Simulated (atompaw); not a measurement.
# What one change does to a pseudopotential (titanium (Ti), PAW (atompaw))

- Element: Ti
- Generator: atompaw 4.2.0.5
- Type: PAW
- Functional: PBE
- Relativity: scalar-relativistic
- Frozen core: [Ar]
- Valence charge: 4
- Reference configuration: 3d2 4s2 4p0
- Partial waves: 4s (bound): rc 2.65 bohr; 4s channel at 2.75 Ry: rc 2.75 bohr; 4p (bound, empty): rc 2.75 bohr; 4p channel at 0.5 Ry: rc 2.75 bohr; 3d (bound): rc 2.20 bohr; 3d channel at 3.45 Ry: rc 2.75 bohr
- Local potential: troulliermartins scheme with l = 3 at 0.5 Ry, radius 2.40 bohr
- Core correction: smooth core density matched at 2.20 bohr
- Augmentation charge: besselshape compensation charge, radius 2.75 bohr; PAW radius 2.75 bohr; waves and projectors: custom rrkj vanderbiltortho

Change: augmentation besselshape compensation charge, radius 2.75 bohr; PAW radius 2.75 bohr; waves and projectors: custom polynom2 7 10 vanderbiltortho.

Cutoffs: the cutoffs (Ry, on a coarse ladder) from which the occupation-weighted sum of valence levels, in a spherical-Bessel basis at the reference potential, stays within 10 and 1 mRy of its value at 400 Ry; they do not see the model core or the augmentation charge, which bear on the density cutoff.

Question: What does the change do?

Answer: The potential gets softer (18 Ry and 21 Ry → 15 Ry and 18 Ry); the range in which the p phases agree narrows (upper end 4.1 → 1.5); neither file shows a bound ghost.

```csv
quantity,base,changed
"cutoff, loose",18 Ry,15 Ry
"cutoff, tight",21 Ry,18 Ry
loose cutoff by channel (10 mRy a level),"s 6 Ry, d 18 Ry","s 6 Ry, d 15 Ry"
bound ghosts,none,none
s: phases at 2.76 bohr within 0.05 rad from the reference energy up to (Ry; the scan ends near 5),2.2,2.4
p: phases at 2.76 bohr within 0.05 rad from the reference energy up to (Ry; the scan ends near 5),4.1,1.5
d: phases at 2.76 bohr within 0.05 rad from the reference energy up to (Ry; the scan ends near 5),0.2,-0.1
lowest overlap eigenvalue by channel,"s 0.82, p 0.67, d 0.68","s 0.87, p 1.00, d 1.00"
```

 The cutoffs see the waves, projectors and local potential, not the compensation charge or the core.
